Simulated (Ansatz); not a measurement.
Li₂Cl₂⁺, relaxed as a quartet with UKS PBE-D4/def2-TZVP in Ansatz, starting from the PBE-D4/def2-TZVP geometry of the charge +1 doublet. Force threshold 0.02 eV/Å.

In the quartet geometry the species has come apart into loosely held pieces. In the quartet, Cl3 and Cl4 lie 2.42 Å apart (atoms count from 1), so these atoms are partly bonded to each other. At PBE-D4/def2-TZVP a doublet of charge 1 lies 5.84 eV below the quartet, each at its own geometry. The structure comes from a short search, and lower isomers may exist.

Start:

Cartesian coordinates in Å:
```
Li -1.209 1.266 0.708
Li 1.206 -1.268 -0.711
Cl 0.376 0.885 -0.936
Cl -0.372 -0.884 0.939
```

**Question.** Estimate the energy that the relaxation releases and the steps that it takes.

**Answer.** 1.04 eV, in 9 steps; 18 s on 4 threads of Arm Neoverse N1 on a shared host. The force fell under the threshold at step 8, but the optimiser went on. No frequencies were taken in this run, so the end may be a saddle point.

**Question.** Does the start keep its bonding and symmetry?

**Answer.** Bonds lost: Li1–Cl3, Li1–Cl4, Li2–Cl3, Li2–Cl4 (atoms count from 1). Bonds formed: Cl3–Cl4 (atoms count from 1). The end holds 3 separate pieces. Point group D2h at the start, D2h at the end, both within 0.05 Å.

**Question.** Predict the relaxed structure.

**Answer.** 
```tsv
atom	x (Å)	y (Å)	z (Å)
Li1	-1.905	1.999	1.120
Li2	1.906	-1.999	-1.120
Cl3	0.338	0.797	-0.847
Cl4	-0.338	-0.797	0.847
```
Bond lengths (bridged metal pairs left out): 1 × Cl–Cl 2.42 Å.
